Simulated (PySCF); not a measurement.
C2H5FN2Si, SMILES N[Si@@H]1C=N[C@@H]1F.

Geometry: B3LYP-D3(BJ)/def2-SVP. The structure was generated by enumeration; whether it is a known compound was not checked. One conformer was computed; it need not be the lowest.

Computed with TDDFT-PBE/def2-SVPD (PySCF 2.14.0).

Vertical excitations. Gas-phase values at a fixed geometry.

```json
[
 {"state": "S1", "energy (eV)": "3.75", "λ (nm)": "330", "f": "0.001", "main pairs": "HOMO→LUMO 94 %"},
 {"state": "S2", "energy (eV)": "4.07", "λ (nm)": "304", "f": "0.001", "main pairs": "HOMO−1→LUMO 94 %"},
 {"state": "S3", "energy (eV)": "5.28", "λ (nm)": "235", "f": "0.006", "main pairs": "HOMO→LUMO+1 60 %, HOMO−2→LUMO 39 %"},
 {"state": "S4", "energy (eV)": "5.29", "λ (nm)": "234", "f": "0.004", "main pairs": "HOMO−2→LUMO 59 %, HOMO→LUMO+1 39 %"},
 {"state": "S5", "energy (eV)": "5.65", "λ (nm)": "219", "f": "0.000", "main pairs": "HOMO→LUMO+2 100 %"},
 {"state": "S6", "energy (eV)": "5.82", "λ (nm)": "213", "f": "0.015", "main pairs": "HOMO−1→LUMO+1 98 %"},
 {"state": "S7", "energy (eV)": "6.25", "λ (nm)": "198", "f": "0.013", "main pairs": "HOMO→LUMO+3 99 %"},
 {"state": "S8", "energy (eV)": "6.43", "λ (nm)": "193", "f": "0.038", "main pairs": "HOMO−1→LUMO+2 74 %"},
 {"state": "S9", "energy (eV)": "6.46", "λ (nm)": "192", "f": "0.006", "main pairs": "HOMO−4→LUMO 85 %"},
 {"state": "S10", "energy (eV)": "6.64", "λ (nm)": "187", "f": "0.023", "main pairs": "HOMO→LUMO+4 84 %"},
 {"state": "T1", "energy (eV)": "3.06", "λ (nm)": "406", "f": "0", "main pairs": "HOMO→LUMO 98 %"},
 {"state": "T2", "energy (eV)": "3.81", "λ (nm)": "326", "f": "0", "main pairs": "HOMO−1→LUMO 98 %"},
 {"state": "T3", "energy (eV)": "4.94", "λ (nm)": "251", "f": "0", "main pairs": "HOMO−3→LUMO 55 %, HOMO−2→LUMO 40 %"},
 {"state": "T4", "energy (eV)": "5.14", "λ (nm)": "241", "f": "0", "main pairs": "HOMO→LUMO+1 89 %"}
]
```
Triplets are in the Tamm–Dancoff approximation, which puts them higher than full response would, so one can lie above its singlet here.
